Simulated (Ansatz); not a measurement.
Molecule: C5H11N, charge 0, multiplicity 1. 
Structure (B3LYP-D3(BJ)/def2-TZVP (Ansatz, an electronic-structure program) minimum search):
```
C
H 1 1.1028
N 1 1.4606 2 112.56
H 3 1.0139 1 110.66 2 59.10
H 3 1.0139 4 106.82 1 120.53
C 1 1.5293 2 108.16 3 124.89
H 6 1.0919 1 113.02 2 -49.23
H 6 1.0932 7 107.62 1 118.88
C 1 1.5293 2 108.16 3 -124.89
H 9 1.0919 1 113.02 2 49.23
H 9 1.0932 10 107.62 1 -118.88
C 9 1.5393 10 112.92 11 -122.82
H 12 1.0900 9 111.57 10 89.86
H 12 1.0912 13 106.67 9 120.92
C 6 1.5393 7 112.92 8 122.82
H 15 1.0900 6 111.57 7 -89.86
H 15 1.0912 16 106.67 6 -120.92
```
Charge 0, spin multiplicity 1.

Quantity: vertical ionisation energy (to the doublet state of charge +1; each state is the SCF solution reached for its spin), in eV. Correlated levels leave the core frozen unless marked. Open shells are spin-unrestricted. No spin-orbit coupling. Non-relativistic. 

| level | program | vertical ionisation energy (eV) |
|---|---|---|
| HF/aug-cc-pVDZ | Ansatz | 8.03 |
| HF/aug-cc-pVTZ | Ansatz | 8.03 |
| SVWN5/def2-TZVPD | Ansatz | 9.04 |
| PBE/def2-TZVPD | Ansatz | 8.91 |
| r2SCAN/def2-TZVPD | Ansatz | 8.97 |
| B3LYP/def2-TZVPD | Ansatz | 9.18 |
| PBE0/def2-TZVPD | Ansatz | 9.10 |
| BHLYP/def2-TZVPD | Ansatz | 9.11 |
| CAM-B3LYP/def2-TZVPD | Ansatz | 9.28 |
| wB97M-V/def2-TZVPD | Ansatz | 9.30 |
| wB97X-V/def2-TZVPD | Ansatz | 9.28 |
| B2PLYP/def2-TZVPD | Ansatz | 9.25 |
| MP2/aug-cc-pVTZ | Ansatz | 9.60 |
| RI-MP2/aug-cc-pVTZ | Ansatz | 9.60 |
| SCS-MP2/aug-cc-pVDZ | Ansatz | 9.39 |
| SCS-MP2/aug-cc-pVTZ | Ansatz | 9.55 |
| CCSD/aug-cc-pVDZ | Ansatz | 9.20 |
| CCSD/aug-cc-pVTZ | Ansatz | 9.30 |
| CCSD(T)/aug-cc-pVDZ | Ansatz | 9.25 |
| CCSD(T)/aug-cc-pVTZ | Ansatz | 9.37 |
